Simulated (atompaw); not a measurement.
# Cutoff test, Fe, PAW (atompaw)

```
Element                 : iron (Fe)
Generator               : atompaw 4.2.0.5
Type                    : PAW
Functional              : LDA (PW92)
Relativity              : scalar-relativistic
Frozen core             : [Ne] 3s2
Valence charge          : 14
Reference configuration : 3p6 3d6 4s2 4p0
Partial waves           : 4s (bound): rc 2.20 bohr; 4s channel at 4.15 Ry: rc 2.20 bohr; 3p (bound): rc 1.00 bohr; 4p (bound, empty): rc 1.80 bohr; 3d (bound): rc 2.20 bohr; 3d channel at 1.1 Ry: rc 2.20 bohr; 4f channel at 0.3 Ry: rc 2.20 bohr; 4f channel at 1.3 Ry: rc 2.20 bohr
Local potential         : ultrasoft scheme with l = 4 at 0 Ry, radius 2.10 bohr
Core correction         : smooth core density matched at 1.20 bohr
Augmentation charge     : gaussian compensation charge, radius 1.70 bohr; PAW radius 2.20 bohr; waves and projectors: custom rrkj gramschmidtortho
```

The pseudo-atom Hamiltonian at the reference potential is diagonalised in spherical Bessel functions j_l(qr) that vanish at 20 bohr, with q² up to the cutoff. All-electron valence levels (Ry): 4s -0.4029, 3p -4.4048, 4p -0.1052, 3d -0.5698.

Question: How do the lowest levels (Ry) of each channel move with the cutoff, and are there ghosts?

Answer:

| cutoff (Ry) | s #1 | s #2 | p #1 | p #2 | d #1 | f #1 | Σ f·Δε (mRy) |
| --- | --- | --- | --- | --- | --- | --- | --- |
| 8 | -0.4027 | 0.0065 | -0.1026 | 0.0487 | 0.0541 | 0.1123 | 29557.5 |
| 15 | -0.4029 | 0.0065 | -0.1051 | 0.0482 | -0.5441 | 0.1123 | 25952.8 |
| 25 | -0.4029 | 0.0065 | -2.9351 | -0.1051 | -0.5695 | 0.1123 | 8820.3 |
| 40 | -0.4029 | 0.0065 | -4.1635 | -0.1052 | -0.5698 | 0.1123 | 1448.3 |
| 60 | -0.4029 | 0.0065 | -4.3845 | -0.1052 | -0.5698 | 0.1123 | 122.0 |
| 90 | -0.4029 | 0.0065 | -4.4041 | -0.1052 | -0.5698 | 0.1123 | 4.4 |
| 120 | -0.4029 | 0.0065 | -4.4044 | -0.1052 | -0.5698 | 0.1123 | 2.5 |
| 180 | -0.4029 | 0.0065 | -4.4048 | -0.1052 | -0.5698 | 0.1123 | 0.4 |
| 400 | -0.4029 | 0.0065 | -4.4048 | -0.1052 | -0.5698 | 0.1123 | 0.0 |

Result: no extra level below or beside the all-electron valence levels (s, p, d, f tested); 10 mRy is reached at 80 Ry and 1 mRy at 140 Ry.
